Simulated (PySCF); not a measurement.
Compound: C7H9N.
Cartesian coordinates in Å at the GFN2-xTB level; atoms count from 1:
```
atom  x, y, z in Å
C1     2.3693   -0.4942   -0.1043
C2     0.8998   -0.3358    0.0722
C3     0.0373   -1.2101    0.5677
C4    -1.3745   -0.7084    0.5666
C5    -1.2268    0.7839    0.1781
C6    -2.2021    1.1790   -0.8024
N7    -2.9660    1.4786   -1.5993
C8     0.2149    0.9329   -0.3634
H9     2.9028    0.2779    0.4499
H10    2.6370   -0.3917   -1.1558
H11    2.6955   -1.4688    0.2485
H12    0.2731   -2.1975    0.9246
H13   -1.8581   -0.8265    1.5378
H14   -1.9749   -1.2525   -0.1694
H15   -1.3609    1.4134    1.0638
H16    0.7066    1.8237    0.0307
H17    0.2201    1.0081   -1.4553
```

Computed at PBE0/pcSseg-1 (PySCF, non-relativistic), with Q(14N) = 0.02044 b: N7, 14N (I = 1): χzz = -4.578 MHz, η = 0.005.

Question: Find the zero-field quadrupole resonance frequencies of 14N at N7.

Answer: From ν± = (3/4)|χ|(1 ± η/3) and ν0 = |χ|η/2: ν+ 3.439 MHz, ν− 3.428 MHz, ν0 0.011 MHz (nitrile nitrogen).

In a crystal, neighbours and librations shift these lines. Geometry: GFN2-xTB, one conformer, isolated molecule. GFN2-xTB bond lengths can be off by several hundredths of an ångström, more for odd bonds, and the gradients follow them. The basis is small and wasn't made for field gradients, so the couplings can be 20 % off.
